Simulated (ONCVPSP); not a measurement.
What one change does to a pseudopotential (carbon, ONCV)

| Item | Value |
| --- | --- |
| Element | carbon |
| Generator | ONCVPSP 4.0.1 |
| Type | optimised norm-conserving Vanderbilt (ONCV) |
| Functional | LDA (Perdew-Zunger) |
| Relativity | scalar-relativistic |
| Frozen core | [He] |
| Valence charge | 4 |
| Reference configuration | 2s2 2p1.5 (charge +0.5) |
| Partial waves | 2s: rc 1.10 bohr, ncon 5, nbas 8, qcut 7.4 1/bohr, 3 projectors, debl 1.8 Ha; 2p: rc 2.95 bohr, ncon 3, nbas 7, qcut 5.8 1/bohr, 2 projectors, debl 2.9 Ha; d scattering state at 0.46 Ha: rc 3.00 bohr, ncon 4, nbas 7, qcut 2.9 1/bohr, 2 projectors, debl 1.5 Ha |
| Local potential | polynomial inside 0.70 bohr (lpopt 4, dvloc0 -1 Ha) |
| Core correction | Teter function, fcfact 3, rcfact 1 |

Change: s: nproj 0; local potential the s channel.

Cutoffs: the cutoffs (Ha) at which the residual kinetic energy of the hardest occupied pseudo-wave falls to 1 and 0.1 mHa per electron; they do not see the model core or the augmentation charge, which bear on the density cutoff. Errors are all-electron minus pseudo energies relative to the spin-unpolarised reference configuration.

How do hardness, ghosts and transferability respond?

The potential gets neither clearly harder nor softer (21 Ha and 27 Ha → 21 Ha and 27 Ha); the bound ghost in d, s disappears; the number of tests with a reliable result goes from 3 to 4; of the 3 tests that both files solve, the error grows in 1 and shrinks in 1 by more than 15 % and 0.3 meV (median size 217.7 → 81.1 meV). In the separable form a ghost depends on how the local part lies against the semilocal potential of the channel, so the choice of the local part can create or remove one.

```csv
quantity,base,changed
"cutoff, loose",21 Ha,21 Ha
"cutoff, tight",27 Ha,27 Ha
bound ghosts,"s, d",none
GHOST(+) flags under 300 eV,none,none
tests with a reliable result,3 of 4,4 of 4
"error for 2s2 2p1, meV [ΔE 6.96 eV]",-34,+44
"error for 2s2 2p0, meV [ΔE 31.22 eV]",+716,+694
"error for 2s1 2p2, meV [ΔE 15.45 eV]",-218,-81
s: phases at 1.12 bohr within 0.05 rad from the reference energy up to (Ha; the scan ends near 5),to the end of the scan,to the end of the scan
p: phases at 3.00 bohr within 0.05 rad from the reference energy up to (Ha; the scan ends near 5),-0.3,0.1
d: phases at 3.05 bohr within 0.05 rad from the reference energy up to (Ha; the scan ends near 5),3.6,2.8
"rms error of d²Exc/dni dnj with the model core, mHa",2.35,2.43
```

 A true bound ghost makes a file unfit for plane-wave use even where its test errors are small: the radial tests pick states by their node count and pass the ghost by.
